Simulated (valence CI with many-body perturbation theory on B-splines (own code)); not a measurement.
# Rb22+: electric-dipole lines

Computed by relativistic CI+MBPT: five valence electrons over a frozen Dirac-Fock core [Ne], radial functions for each j: 11 s, 11 p, 10 d, 8 f, 5 g, 2 h, with the one-electron correlation potential Σ1, the two-electron term Σ2, the three-electron term Σ3, Breit, model QED; selected CI, second order for the rest, scaled by the run's own slope (own B-spline code, finite nucleus).

No measured levels were compared; by estimate levels of excited configurations hold to 0.05 to 0.15 % of their energy, terms of the ground configuration to about 0.5 %. Among the levels kept, up to 3400 cm⁻¹ of a level comes from second order outside the variational space, and about a tenth of that is noise between levels of different J, which matters for small intervals.

Lines 51 to 100 of 594 in falling wavelength, among levels below 250.53 eV, chosen from the strongest by gf and those to the six lowest levels. Wavelengths and rates use the calculated energies, so an error of 400 cm⁻¹ moves a line at 16.47 nm by 0.066 % and its rate by three times that or more. Electric multipoles are in the length gauge, E1 and E2 with the static RPA response of the core. Weak lines are less certain than strong ones. Lines between different terms over intervals too small for the method are left out, as are lines whose strength nearly cancels. Where a level lies close to another of its J and parity, the split of strength between their lines is uncertain. The highest levels of a list are the least certain.

Names give the largest LS component (configuration and term), which can be under half, so a name can repeat, a term be missing and a line seem to break the LS rules; names also repeat where a configuration has a term twice. Letters in brackets count levels of one name in rising energy.

```
λ vac (nm)                   Upper                  Lower   A (s⁻¹)  S (a.u.)
     16.47           3p4 3d 2G_7/2      3s 3p3 3d 4G°_9/2  2.67e+09  4.70e-02
     16.45   3s 3p3 3d 2G°_9/2 [a]  3s2 3p2 3d 2F_7/2 [a]  5.35e+09  1.18e-01
     16.34       3s 3p3 3d 4G°_7/2      3s2 3p2 3d 4F_5/2  1.25e+10  2.14e-01
     16.26           3s 3p4 4P_1/2        3s2 3p3 4S°_3/2  7.62e+09  3.24e-02
     16.24   3s 3p3 3d 2G°_7/2 [a]      3s2 3p2 3d 2F_5/2  2.72e+09  4.60e-02
     15.98           3p4 3d 2G_7/2      3s 3p3 3d 4G°_7/2  3.61e+09  5.82e-02
     15.92       3s2 3p2 3d 4D_5/2        3s2 3p3 2P°_3/2  2.10e+08  2.51e-03
     15.89       3s 3p3 3d 4G°_5/2      3s2 3p2 3d 4F_3/2  1.14e+10  1.35e-01
     15.89       3s2 3p2 3d 4F_3/2        3s2 3p3 2D°_5/2  1.24e+09  9.83e-03
     15.86   3s 3p3 3d 2G°_9/2 [b]      3s2 3p2 3d 2G_9/2  1.82e+10  3.58e-01
     15.77   3s 3p3 3d 4D°_7/2 [c]      3s2 3p2 3d 4D_5/2  7.06e+09  1.09e-01
     15.73   3s2 3p2 3d 2P_1/2 [a]        3s2 3p3 2P°_3/2  1.37e+10  5.26e-02
     15.69           3p4 3d 4D_7/2  3s 3p3 3d 4D°_7/2 [a]  8.89e+09  1.36e-01
     15.59   3s 3p3 3d 2P°_1/2 [c]  3s2 3p2 3d 2D_3/2 [c]  1.18e+10  4.43e-02
     15.45           3p4 3d 4D_5/2  3s 3p3 3d 4D°_5/2 [a]  5.81e+09  6.35e-02
     15.45   3s 3p3 3d 2G°_7/2 [b]      3s2 3p2 3d 2G_7/2  1.69e+10  2.46e-01
     15.42   3s 3p3 3d 4D°_7/2 [b]  3s2 3p2 3d 2F_7/2 [a]  3.21e+09  4.64e-02
     15.41   3s2 3p2 3d 2P_3/2 [a]        3s2 3p3 2D°_5/2  1.06e+10  7.63e-02
     15.40   3s 3p3 3d 4D°_5/2 [d]      3s2 3p2 3d 2G_7/2  4.01e+09  4.34e-02
     15.37  3s2 3p 3d2 4F°_7/2 [a]  3s2 3p2 3d 2F_7/2 [c]  3.10e+09  4.44e-02
     15.29   3s 3p3 3d 2G°_9/2 [b]  3s2 3p2 3d 2F_7/2 [b]  1.17e+10  2.07e-01
     15.27   3s 3p3 3d 4F°_9/2 [b]      3s2 3p2 3d 4F_9/2  1.08e+10  1.90e-01
     15.26   3s 3p3 3d 2D°_5/2 [a]      3s2 3p2 3d 4F_5/2  5.18e+09  5.45e-02
     15.25   3s 3p3 3d 2F°_5/2 [d]  3s2 3p2 3d 2D_5/2 [b]  7.69e+09  8.07e-02
     15.20   3s 3p3 3d 2P°_1/2 [b]      3s2 3p2 3d 4P_1/2  1.47e+10  5.10e-02
     15.19       3s2 3p2 3d 4F_5/2        3s2 3p3 2D°_5/2  6.34e+08  6.59e-03
     15.18   3s 3p3 3d 4D°_5/2 [e]      3s2 3p2 3d 4P_3/2  9.10e+09  9.42e-02
     15.15   3s 3p3 3d 4D°_3/2 [d]      3s2 3p2 3d 4P_3/2  9.54e+09  6.55e-02
     15.15   3s 3p3 3d 4D°_7/2 [e]      3s2 3p2 3d 4P_5/2  8.23e+09  1.13e-01
     15.12       3s2 3p2 3d 4F_3/2        3s2 3p3 2D°_3/2  2.49e+09  1.70e-02
     15.12   3s 3p3 3d 4D°_7/2 [b]      3s2 3p2 3d 4F_7/2  3.72e+09  5.08e-02
     15.10       3s2 3p2 3d 4D_1/2        3s2 3p3 2P°_1/2  3.78e+09  1.28e-02
     15.05   3s 3p3 3d 4D°_5/2 [b]      3s2 3p2 3d 4F_7/2  5.83e+09  5.88e-02
     15.04      3s2 3p 3d2 4F°_5/2  3s2 3p2 3d 2D_5/2 [c]  8.29e+09  8.35e-02
     15.00   3s 3p3 3d 2F°_7/2 [d]  3s2 3p2 3d 2D_5/2 [c]  1.03e+10  1.37e-01
     14.99   3s 3p3 3d 2D°_3/2 [a]      3s2 3p2 3d 2F_5/2  9.01e+09  6.00e-02
     14.98   3s 3p3 3d 4P°_3/2 [a]      3s2 3p2 3d 4F_5/2  1.21e+10  8.01e-02
     14.94       3s 3p3 3d 6D°_3/2          3s 3p4 4P_5/2  4.08e+08  2.68e-03
     14.93   3s 3p3 3d 2P°_3/2 [b]  3s2 3p2 3d 2D_5/2 [a]  7.26e+09  4.77e-02
     14.93   3s 3p3 3d 2F°_5/2 [b]  3s2 3p2 3d 2D_3/2 [a]  9.40e+09  9.26e-02
     14.91   3s 3p3 3d 2P°_3/2 [d]  3s2 3p2 3d 2P_3/2 [b]  8.11e+09  5.31e-02
     14.90       3s 3p3 3d 6D°_5/2          3s 3p4 4P_5/2  5.69e+08  5.57e-03
     14.86   3s 3p3 3d 4D°_5/2 [e]      3s2 3p2 3d 4P_5/2  1.35e+10  1.32e-01
     14.85  3s2 3p 3d2 2F°_5/2 [a]  3s2 3p2 3d 2D_5/2 [c]  6.15e+09  5.97e-02
     14.84   3s 3p3 3d 4D°_7/2 [b]      3s2 3p2 3d 2F_5/2  5.35e+09  6.90e-02
     14.83       3s 3p3 3d 6D°_7/2          3s 3p4 4P_5/2  1.23e+08  1.58e-03
     14.80   3s 3p3 3d 4F°_9/2 [b]  3s2 3p2 3d 2F_7/2 [a]  8.02e+09  1.28e-01
     14.79   3s 3p3 3d 2F°_5/2 [c]  3s2 3p2 3d 2D_5/2 [a]  7.75e+09  7.42e-02
     14.78   3s 3p3 3d 4P°_5/2 [b]  3s2 3p2 3d 2F_7/2 [a]  1.44e+10  1.38e-01
     14.76           3s 3p4 2D_3/2        3s2 3p3 4S°_3/2  4.91e+08  3.12e-03
```
